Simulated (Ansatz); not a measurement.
Potential energy curve for SLi (cation, charge +1), lowest triplet found (which spin is the ground state isn't settled by this scan).

Levels of theory: ROHF/aug-cc-pVDZ (Ansatz, a quantum-chemistry and plane-wave program); ROMP2 = MP2 on ROHF/aug-cc-pVDZ, frozen core run with Ansatz; ROCCSD = CCSD on ROHF/aug-cc-pVDZ, frozen core run with Ansatz; ROCCSD(T) = CCSD(T) on ROHF/aug-cc-pVDZ, frozen core run with Ansatz; UHF/aug-cc-pVDZ (Ansatz); UMP2 = MP2 on UHF/aug-cc-pVDZ, frozen core (Ansatz); UCCSD = CCSD on UHF/aug-cc-pVDZ, frozen core (Ansatz); UCCSD(T) = Ansatz with CCSD(T) on UHF/aug-cc-pVDZ, frozen core; ROCCSDT = CCSDT on ROHF/aug-cc-pVDZ, frozen core run with Ansatz; UCCSDT = CCSDT on UHF/aug-cc-pVDZ, frozen core in Ansatz; UCCSDT(Q) = CCSDT(Q) on UHF/aug-cc-pVDZ, frozen core in Ansatz; UKS-BLYP = Ansatz with unrestricted BLYP/aug-cc-pVDZ; UKS-PBE = unrestricted PBE/aug-cc-pVDZ (Ansatz); FCI = full CI/aug-cc-pVDZ, frozen core run with Ansatz.

All curves are set to zero at 2.61 Å and compared with full CI in the same basis at 2.61, 2.76, 2.95, 3.12, 3.39, 3.70, 4.14, 4.61, 5.13, 5.77, 6.69, 7.92 Å.

Problem. Which method stays most parallel to full CI over these points, and which least?

Solution. UCCSDT(Q) has the smallest spread and UKS-PBE the largest. In order (kcal/mol): UCCSDT(Q) 0.00, ROCCSDT 0.00, UCCSDT 0.01, UCCSD(T) 0.03, ROCCSD(T) 0.03, UCCSD 0.13, ROCCSD 0.14, UMP2 0.21, ROMP2 0.30, UHF 0.42, ROHF 0.71, UKS-BLYP 1.17, UKS-PBE 1.29.

Errors against full CI at some of the points (kcal/mol):

| method | 3.39 Å | 3.70 Å | 5.13 Å | 6.69 Å | 7.92 Å |
|---|---|---|---|---|---|
| UCCSDT(Q) | 0.0 | 0.0 | 0.0 | 0.0 | 0.0 |
| ROCCSDT | 0.0 | 0.0 | 0.0 | 0.0 | 0.0 |
| UCCSDT | 0.0 | 0.0 | 0.0 | 0.0 | 0.0 |
| UCCSD(T) | 0.0 | 0.0 | 0.0 | 0.0 | 0.0 |
| ROCCSD(T) | 0.0 | 0.0 | 0.0 | 0.0 | 0.0 |
| UCCSD | 0.0 | 0.0 | -0.1 | -0.1 | -0.1 |
| ROCCSD | 0.0 | 0.0 | -0.1 | -0.1 | -0.1 |
| UMP2 | 0.0 | 0.0 | -0.1 | -0.2 | -0.2 |
| ROMP2 | 0.1 | 0.0 | -0.1 | -0.2 | -0.2 |
| UHF | 0.3 | 0.2 | -0.1 | -0.1 | -0.1 |
| ROHF | 0.2 | 0.1 | -0.3 | -0.4 | -0.4 |
| UKS-BLYP | 0.4 | 0.5 | 1.0 | 1.2 | 1.2 |
| UKS-PBE | 0.6 | 0.7 | 1.2 | 1.3 | 1.3 |
